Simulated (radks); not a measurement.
Results of a calculation; reference values are marked as such.
Task: Orbital eigenvalues (eV) of the magnesium ion Mg+, [Ne] 3s1, of relativity; Dirac values are averaged over j with weights 2j + 1. Spin-unpolarised spherical Kohn-Sham, PBE, point nucleus unless stated (finite: rms radius 3.057 fm), a radial shooting solver on a logarithmic mesh with Libxc functionals. A level marked "c x" has the speed of light scaled by that factor.

shell       non-rel.
1s           -1266.4
2s           -88.608
2p           -55.705
3s           -11.361
3p (empty)   -7.0530

Give the values at the level "Dirac, finite nucleus".

Result: 
shell       Dirac, finite nucleus  change of magnitude (%)
1s                        -1268.8                    +0.19
2s                        -88.910                    +0.34
2p                        -55.671                    -0.06
3s                        -11.378                    +0.15
3p (empty)                -7.0477                    -0.07
